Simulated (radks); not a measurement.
Values are calculated unless marked as measured or tabulated.
Valence configurations of O III (all share [He]). Level of theory: scalar-relativistic Kohn-Sham, PBE, spin-polarised, spherical densities, finite nucleus; open shells are filled with parallel spins first; Fermi nuclear charge, rms radius 2.6991 fm (a radial shooting solver on a logarithmic mesh with Libxc functionals). Energies are relative to 2s2 2p2; eigenvalues in eV for spin up.

[
 {"valence": "2s2 2p2", "E (eV)": "0.000", "moment (Bohr magnetons)": "2", "e(2p)": "-45.085", "e(2s)": "-60.130"},
 {"valence": "2s1 2p3", "E (eV)": "7.334", "moment (Bohr magnetons)": "4", "e(2p)": "-45.781", "e(2s)": "-60.965"},
 {"valence": "2s1.5 2p2.5", "E (eV)": "4.484", "moment (Bohr magnetons)": "3", "e(2p)": "-45.529", "e(2s)": "-60.649"},
 {"valence": "2p4", "E (eV)": "30.258", "moment (Bohr magnetons)": "2", "e(2p)": "-44.547", "e(2s)": "-"},
 {"valence": "2s0.5 2p3.5", "E (eV)": "19.543", "moment (Bohr magnetons)": "3", "e(2p)": "-45.268", "e(2s)": "-60.464"}
]

NIST lists [He] 2s2 2p2 as the ground configuration; this level of theory agrees among the configurations tried. The energies are those of spherical high-spin densities, not of single terms.
